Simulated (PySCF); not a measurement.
Compound: C3H9BSi.
SMILES with atom numbers: `[BH2:1][C:2](=[CH2:3])[SiH2:4][CH3:5]` (hydrogens: H6, H7 on B1; H8, H9 on C3; H10, H11 on Si4; H12, H13, H14 on C5)

Computed by this run: PySCF, PBE0-D3(BJ)/def2-SVP geometry optimisation, gas phase; density fitting, grid level 1; the optimiser is geomeTRIC in internal coordinates, started from a GFN2-xTB structure with every atom displaced at random (about 0.01 Å).

Step 15: E = -11797.0561 eV
```
atom  x, y, z in Å  |  force x, y, z in eV/Å
B1      1.1421    1.3695    0.7893   -0.624  -0.083   0.386
C2      0.9577   -0.0107    0.0867   -0.070   0.793   0.062
C3      1.9384   -0.2500   -0.8123   -0.048   0.031  -0.305
Si4    -0.6284   -0.9940    0.4210    0.639  -0.456  -0.051
C5     -2.0821   -0.1170   -0.3633    0.041   0.184   0.271
H6      0.6194    1.6266    1.8599    0.034  -0.135  -0.059
H7      1.7358    2.2813    0.2723    0.308  -0.053  -0.142
H8      2.0373   -1.1438   -1.4401   -0.078  -0.217   0.146
H9      2.7023    0.5238   -0.9943   -0.027  -0.198   0.045
H10    -0.8258   -1.1412    1.9004   -0.005   0.075  -0.077
H11    -0.4947   -2.3744   -0.1548   -0.011   0.034  -0.019
H12    -2.9748   -0.7513   -0.3779   -0.158  -0.086   0.110
H13    -2.3005    0.7990    0.2089   -0.098   0.009  -0.094
H14    -1.8572    0.1609   -1.3949    0.098   0.103  -0.273
```

Step 16: E = -11797.1528 eV
```
atom  x, y, z in Å  |  force x, y, z in eV/Å
B1      1.1314    1.3843    0.8152   -0.409   0.058   0.104
C2      0.9666    0.0283    0.0720   -0.227   0.429   0.251
C3      1.9128   -0.2374   -0.8538    0.091   0.088  -0.214
Si4    -0.5996   -0.9824    0.4161    0.534  -0.325  -0.084
C5     -2.0835   -0.1344   -0.3472    0.037   0.156   0.214
H6      0.3420    1.7528    1.6659    0.030  -0.125  -0.036
H7      2.0183    2.1565    0.5488    0.230  -0.049  -0.104
H8      1.9601   -1.1401   -1.4747   -0.145  -0.130   0.027
H9      2.6991    0.5052   -1.0625    0.024  -0.157   0.122
H10    -0.7844   -1.1366    1.8962    0.001   0.053  -0.066
H11    -0.4351   -2.3545   -0.1682   -0.033  -0.004  -0.015
H12    -2.9761   -0.7687   -0.2982   -0.129  -0.065   0.099
H13    -2.2832    0.8062    0.1906   -0.078  -0.001  -0.068
H14    -1.8986    0.0994   -1.3992    0.076   0.073  -0.232
```

Task: Estimate the geometry and energy of step 17. (The exact step hangs on the optimiser's Hessian estimate; all steps are aligned on step 16, rigid shifts and turns removed.)

Result: E = -11797.1860 eV, largest force 0.519 eV/Å
```
atom  x, y, z in Å  |  force x, y, z in eV/Å
B1      1.1024    1.4269    0.8206    0.053  -0.069   0.012
C2      0.9552    0.0876    0.0480   -0.070   0.073  -0.038
C3      1.8751   -0.2227   -0.8933    0.371   0.003   0.363
Si4    -0.5544   -0.9740    0.3876   -0.095  -0.063  -0.114
C5     -2.0835   -0.1504   -0.3270   -0.013   0.063   0.095
H6      0.1929    1.8910    1.4784    0.010  -0.057  -0.052
H7      2.1515    2.0319    0.7997    0.019   0.023  -0.081
H8      1.8779   -1.1398   -1.4982   -0.232   0.025  -0.021
H9      2.7498    0.4249   -1.0404   -0.041   0.070  -0.116
H10    -0.7119   -1.1309    1.8673    0.000  -0.019   0.012
H11    -0.3894   -2.3344   -0.2162    0.058  -0.029  -0.013
H12    -2.9687   -0.7907   -0.2105   -0.081  -0.003   0.087
H13    -2.2669    0.8088    0.1840   -0.053  -0.040  -0.037
H14    -1.9605    0.0506   -1.3991    0.074   0.024  -0.097
```

The energy changes by -0.0332 eV. The first-order estimate −F·Δx gives -0.0935 eV and the mean of the old and new forces, exact on a quadratic surface, -0.0289 eV. The step makes an angle of 80° with the force vector and moves no atom by more than 0.310 Å.

What follows is the cost of the whole optimisation. On one thread of an Arm Neoverse V1, no GPU, shared host, this took 2.3 min wall and 0.50 GiB of memory at its peak.
